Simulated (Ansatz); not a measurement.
Reaction (ligand exchange at a Ga–O bond): `[OH][Ga]([Br])[Br]` + NH₃ → `[NH2][Ga]([Br])[Br]` + H₂O

Computed with Ansatz on PBE0-D4/def2-TZVP structures; ΔE is electronic, products minus reactants. CCSD(T)/CBS adds triple-zeta CCSD(T) − MP2 to the extrapolated MP2 energy (def2 sets, frozen cores). This one scheme is used for every species. For Br, Ga outer-core shells are correlated without core-valence functions, which leaves a few kJ/mol of doubt a bond. Scalar relativity is left out up to krypton. One conformer a species, not always the lowest.

| species | HF/def2-TZVPP energy (Eh) |
| --- | --- |
| `[OH][Ga]([Br])[Br]` | -7143.72437 |
| NH₃ | -56.22104 |
| `[NH2][Ga]([Br])[Br]` | -7123.87770 |
| H₂O | -76.06237 |

Question: Work out ΔE.

Answer: ΔE = (-7123.87770) + (-76.06237) − (-7143.72437) − (-56.22104) = 0.00534 Eh = +14.0 kJ/mol. CCSD(T)/CBS gives +7.0 kJ/mol.

Largest T1 diagnostic among the species: 0.010.

From PBE to PBE0 (25 % exact exchange), in def2-TZVPP and without D4, ΔE moves by −4.3 kJ/mol. Leaving LDA and LC-ωPBE aside and taking each functional with its dispersion term where it has one, the values, not all of them listed here, spread over 10.1 kJ/mol, from PBE-QIDH to B97M-V. LDA lies −7.7 kJ/mol from PBE without D4. At CCSD(T), def2-SVP lies +10.2 kJ/mol from the extrapolated value and def2-TZVPP +5.5 kJ/mol.
